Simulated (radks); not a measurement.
The numbers below are computed, except where a source is named.
Question: Species: the gold ion Au2+. Configuration: [Xe] 4f12 5d10 6s1 (not the ground configuration). Level of theory: scalar-relativistic Kohn-Sham, r2SCAN, spin-polarised, spherical densities, finite nucleus; open shells are filled with parallel spins first (spin-orbit coupling, left out, can overturn this in heavy ions); meta-GGA in the generalised Kohn-Sham scheme; Fermi nuclear charge, rms radius 5.4371 fm (a radial shooting solver on a logarithmic mesh with Libxc functionals). Some entries of the table are withheld. Estimate them.

orbital,occ.,eigenvalue (Ry),<r> (bohr),<r^2> (bohr^2)
1s up,1,-5945.694,0.01687,0.0003934
1s down,1,-5945.692,0.01687,0.0003934
2s up,1,-1054.487,0.07113,0.005996
2s down,1,-1054.485,0.07113,0.005996
2p up,3,-912.0938,0.06426,0.005050
2p down,3,-912.0905,0.06425,0.005050
3s up,1,-253.1095,0.1837,0.03861
3s down,1,-252.9500,0.1836,0.03858
3p up,3,-211.6267,0.1850,0.03972
3p down,3,-211.4648,0.1850,0.03968
3d up,5,-167.1525,0.1678,0.03296
3d down,5,-167.0293,0.1677,0.03293
4s up,1,-58.50002,0.4050,0.1850
4s down,1,-58.23970,0.4052,0.1851
4p up,3,-44.74392,0.4302,0.2102
4p down,3,-44.49251,0.4304,0.2104
4d up,5,-28.16221,0.4528,0.2365
4d down,5,-27.91357,0.4532,0.2370
5s up,1,-10.69627,0.9047,0.9175
5s down,1,-10.61364,0.9079,0.9236
4f up,7,-9.82237,0.4795,0.2754
4f down,5,-9.56752,0.4815,0.2782
5p up,3,-6.87710,1.032,1.203
5p down,3,-6.82238,1.034,1.206
5d up,5,(1),(2),(3)
5d down,5,(4),(5),(6)
6s up,1,-1.86933,2.302,5.935
6s down,0,-1.72983,2.318,6.044

Answer: 
(1) 5d up eigenvalue (Ry): -2.49592
(2) 5d up <r> (bohr): 1.380
(3) 5d up <r^2> (bohr^2): 2.215
(4) 5d down eigenvalue (Ry): -2.44309
(5) 5d down <r> (bohr): 1.369
(6) 5d down <r^2> (bohr^2): 2.173
